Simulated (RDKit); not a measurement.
Input for RDKit: UFF on CH4STe (SMILES CS[TeH]), a point of a torsion scan.

```python
from rdkit import Chem
from rdkit.Chem import AllChem, rdDetermineBonds

blocks = [
'''7

C    -1.10013546   -0.11079908    0.02018238
S     0.65401645    0.37083170   -0.15399938
Te    0.80617852    1.29400079   -2.34589373
H    -1.56014940   -0.20918624   -0.95585845
H    -1.61691563    0.64370653    0.60550186
H    -1.11743447   -1.06158596    0.54197182
H     1.13348308   -0.16320985   -3.05288773
''',
]
mol = None
for b in blocks:
    f = Chem.MolFromXYZBlock(b)
    rdDetermineBonds.DetermineBonds(f, charge=0)
    mol = f if mol is None else Chem.CombineMols(mol, f)
Chem.SanitizeMol(mol)
print(Chem.MolToSmiles(Chem.RemoveHs(mol)))
ff = AllChem.UFFGetMoleculeForceField(mol, vdwThresh=100.0, ignoreInterfragInteractions=False)
e = ff.CalcEnergy()
print(f'UFF energy {e:.6f} kcal/mol')
```

Program output:

```
CS[TeH]
UFF energy 7.113404 kcal/mol
```

The run finished.

Cost: roughly 0.020 core-seconds.
